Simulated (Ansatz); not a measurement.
Isolated molecules relaxed with PBE0-D4/def2-TZVP in Ansatz; ΔE leaves out vibrations. CCSD(T)/CBS adds triple-zeta CCSD(T) − MP2 to the extrapolated MP2 energy (def2 sets, frozen cores). Functionals use def2-TZVPP. B3LYP here is the variant with VWN-RPA as its local correlation; programs differ in this. HSE06 is defined as in plane-wave codes. For Ga outer-core shells are correlated without core-valence functions, which leaves a few kJ/mol of doubt a bond. Scalar relativity is left out up to krypton. One conformer a species, not always the lowest.

`CC(C)[O][GaH2]` → `[OH][GaH2]` + `C=CC`  (alkene loss)

```
             level  ΔE (kcal/mol)  difference from CCSD(T)/CBS
       LDA (SPW92)           25.2                          9.9
            PBE-D4           16.6                          1.3
         revPBE-D4           16.5                          1.2
           BLYP-D4           12.6                         -2.7
            B97M-V           16.3                          1.0
           PBE0-D4           18.6                          3.3
          B3LYP-D4           14.6                         -0.7
        r2SCANh-D4           17.7                          2.4
        r2SCAN0-D4           18.6                          3.3
          HSE06-D4           18.4                          3.1
          BHLYP-D4           16.9                          1.6
      CAM-B3LYP-D4           16.6                          1.3
           ωB97X-V           18.6                          3.3
           ωB97M-V           16.2                          0.9
            B2PLYP           12.5                         -2.8
          PBE-QIDH           18.4                          3.1
               PBE           13.6                         -1.7
            revPBE            8.4                         -6.9
              BLYP            6.2                         -9.1
            r2SCAN           16.4                          1.1
              PBE0           15.9                          0.6
           r2SCANh           16.8                          1.5
           r2SCAN0           17.6                          2.3
             HSE06           15.9                          0.6
         CAM-B3LYP           13.9                         -1.4
           LC-ωPBE           18.1                          2.8
RPA@PBE/def2-TZVPP           15.6                          0.3
       HF/def2-SVP           14.7                         -0.6
      MP2/def2-SVP           20.5                          5.2
  CCSD(T)/def2-SVP           19.4                          4.1
     HF/def2-TZVPP            9.3                         -6.0
    MP2/def2-TZVPP           16.5                          1.2
SCS-MP2/def2-TZVPP           14.6                         -0.7
   CCSD/def2-TZVPP           15.0                         -0.3
CCSD(T)/def2-TZVPP           15.5                          0.2
     HF/def2-QZVPP            9.1                         -6.2
SCS-MP2/def2-QZVPP           14.2                         -1.1
      HF/CBS(def2)            9.0                         -6.3
     MP2/CBS(def2)           16.2                          0.9
    CCSD/CBS(def2)           14.8                         -0.5
       CCSD(T)/CBS           15.3                            0
```

Largest T1 diagnostic among the species: 0.015.

The D4 term adds +4.9 kcal/mol with B3LYP and +2.7 kcal/mol with PBE0; it sums over pairs of atoms, weighted by their polarisabilities, and B3LYP, whose exchange is more repulsive, gets the larger term. From r2SCAN to r2SCAN0 (25 % exact exchange), in def2-TZVPP and without D4, ΔE moves by +1.2 kcal/mol.

CCSD(T)/CBS has its own doubt, a few kJ/mol and more with outer-core shells, so smaller differences from it don't rank the levels.
